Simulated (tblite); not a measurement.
Question: Write a Z-matrix for `C[N][SiH2][SiH2]C[SiH3]` [radical] as optimised with GFN2-xTB. (Doublet state.)

Answer: 
Z-matrix in Å and degrees, rows numbered from 1:
```
C 
N   1  1.4130
Si  2  1.6441  1  135.14
Si  3  2.3764  2  102.48  1   -92.39
C   4  1.8993  3  110.10  2    56.57
Si  5  1.9026  4  116.07  3    56.84
H   1  1.0954  2  108.15  3  -148.11
H   1  1.0978  2  110.55  3    95.41
H   1  1.0965  2  114.63  3   -26.94
H   3  1.4773  2  126.52  1    26.03
H   3  1.4629  2  107.44  1   157.04
H   4  1.4661  3  111.18  2   -66.08
H   4  1.4695  3  108.58  2   176.45
H   5  1.0907  4  108.43  3   179.64
H   5  1.0904  4  108.46  3   -65.71
H   6  1.4664  5  109.41  4   176.90
H   6  1.4648  5  109.31  4    57.55
H   6  1.4630  5  109.90  4   -63.23
```

Si4 (silicon bonded to C, Si and 2 H) is tetrahedral (angles from 107.0° to 111.2°). Si6 (silicon bonded to C and 3 H) is tetrahedral (angles from 109.0° to 110.0°). Si3 (silicon bonded to N, Si and 2 H) has angles from 102.5° to 126.5°.

Structure optimised with GFN2-xTB, isolated species. This method treats the open shell by occupation alone, without spin polarisation.

Point group: C1 (no symmetry element, even within 0.4 Å). Its GFN2-xTB frequencies are all real (lowest 22 cm⁻¹). Torsions: C1–N2–Si3–Si4 -92°, N2–Si3–Si4–C5 57°, Si3–Si4–C5–Si6 57°.

One conformer stands for the species.

The numbers are calculated, not measured.
